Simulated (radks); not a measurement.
Method: scalar-relativistic Kohn-Sham, LDA (Slater exchange, Perdew-Wang correlation), spin-polarised, spherical densities, finite nucleus; open shells are filled with parallel spins first (spin-orbit coupling, left out, can overturn this in heavy ions); Fermi nuclear charge, rms radius of each element as measured or else 0.836 A^(1/3) + 0.57 fm; computed with a radial shooting solver on a logarithmic mesh with Libxc functionals. Response by self-consistent Sternheimer equations with the Hartree and adiabatic LDA kernel, the relativistic mass of each level held fixed and spin-orbit coupling left out. For heavy and open-shell atoms this level of theory can miss by tens of per cent. Rank Cd, Yb3+, Sm, Mg+, S+ (NIST ground configurations) by static dipole polarisability, largest first.

Answer. Sm 174.4, Cd 44.67, Mg+ 30.35, S+ 10.99, Yb3+ 4.672 bohr^3.
